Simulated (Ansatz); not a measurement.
Computed with Ansatz on PBE0-D4/def2-TZVP structures; ΔE is electronic, products minus reactants. CBS: MP2 limit from def2 TZ/QZ plus the TZ coupled-cluster correction, frozen cores. This one scheme is used for every species. DFT in def2-TZVPP. B3LYP here is the variant with VWN-RPA as its local correlation; programs differ in this. One conformer a species, not always the lowest.

`CB(C)Cl` + H₂O → `CB(C)O` + HCl  (formal hydrolysis of a B–Cl bond)

`CB(C)Cl`:

```xyz
10

C     1.086   -0.839    0.226
B    -0.192   -0.233   -0.428
C    -0.934    1.024    0.114
Cl   -0.838   -1.021   -1.876
H     1.149   -0.627    1.296
H     1.950   -0.341   -0.237
H     1.209   -1.908    0.050
H    -1.480    1.580   -0.648
H    -1.679    0.668    0.840
H    -0.271    1.698    0.663
```

H₂O:

```xyz
3

O    -0.385    0.054   -0.003
H     0.253    0.436    0.604
H     0.133   -0.489   -0.601
```

`CB(C)O`:

Cartesian coordinates in Å:
```
C 1.234 -0.777 -0.320
B -0.073 -0.201 0.330
C -0.872 0.992 -0.318
O -0.490 -0.780 1.492
H 1.780 -1.448 0.346
H 0.972 -1.343 -1.222
H 1.908 0.018 -0.654
H -1.859 1.170 0.120
H -0.294 1.917 -0.206
H -0.999 0.852 -1.395
H -1.306 -0.399 1.827
```

HCl:

Cartesian coordinates in Å:
```
Cl -0.158 -0.619 -0.014
H 0.158 0.619 0.014
```

**Question.** Is it downhill or uphill in electronic energy at CCSD(T)/CBS, and by how much? (Best estimate.)

**Answer.** Computed: Downhill: ΔE = -35.3 kJ/mol.

**Question.** What do these levels give: PBE-D4, revPBE-D4, BLYP, B3LYP, r2SCANh, SCS-MP2/def2-QZVPP? (Estimate.)

**Answer.** The calculation gave: PBE-D4 -35.5, revPBE-D4 -32.9, BLYP -44.0, B3LYP -43.5, r2SCANh -37.5, SCS-MP2/def2-QZVPP -35.7 kJ/mol.

Largest T1 diagnostic among the species: 0.011.

At CCSD(T), def2-SVP lies −19.2 kJ/mol from the extrapolated value and def2-TZVPP −5.2 kJ/mol. The D4 term adds +3.2 kJ/mol with B3LYP and +1.7 kJ/mol with PBE0; it sums over pairs of atoms, weighted by their polarisabilities, and B3LYP, whose exchange is more repulsive, gets the larger term. Leaving LDA and LC-ωPBE aside and taking each functional with its dispersion term where it has one, the values, not all of them listed here, spread over 12.1 kJ/mol, from CAM-B3LYP-D4 to revPBE-D4. LDA lies −6.0 kJ/mol from PBE without D4.
